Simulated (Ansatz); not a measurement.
Consider the substitution at a C–Cl bond: `Clc1ccc[nH]1` + HBr → `Brc1ccc[nH]1` + HCl.

Program: Ansatz. Geometries: PBE0-D4/def2-TZVP. ΔE: electronic, gas phase. CCSD(T)/CBS is the MP2 limit (def2-TZVPP, def2-QZVPP) plus CCSD(T) − MP2 in def2-TZVPP, frozen cores. This one scheme is used for every species. Functionals use def2-TZVPP. B3LYP here is the variant with VWN-RPA as its local correlation; programs differ in this. HSE06 is defined as in plane-wave codes. For Br outer-core shells are correlated without core-valence functions, which leaves a few kJ/mol of doubt a bond. Scalar relativity is left out up to krypton.

(1) Is it downhill or uphill in electronic energy at CCSD(T)/CBS, and by how much? (An estimate is asked.)

(2) What do these levels give: HSE06-D4, BLYP, PBE0, B3LYP, LC-ωPBE, HF/def2-QZVPP? (An estimate is asked.)

Largest T1 diagnostic among the species: 0.010.

Answers

(1) The calculation gave: Downhill: ΔE = -1.7 kcal/mol.

(2) The calculation gave: HSE06-D4 -0.7, BLYP -0.5, PBE0 -0.5, B3LYP -0.5, LC-ωPBE -0.4, HF/def2-QZVPP -0.3 kcal/mol.

In def2-TZVPP, CCSD(T) changes the Hartree–Fock value by −1.7 kcal/mol (the triples alone add −0.1 kcal/mol) and MP2 by −2.4 kcal/mol. Leaving LDA and LC-ωPBE aside and taking each functional with its dispersion term where it has one, the values, not all of them listed here, spread over 0.8 kcal/mol, from PBE-QIDH to CAM-B3LYP-D4. At CCSD(T), def2-SVP lies +1.9 kcal/mol from the extrapolated value and def2-TZVPP −0.4 kcal/mol.
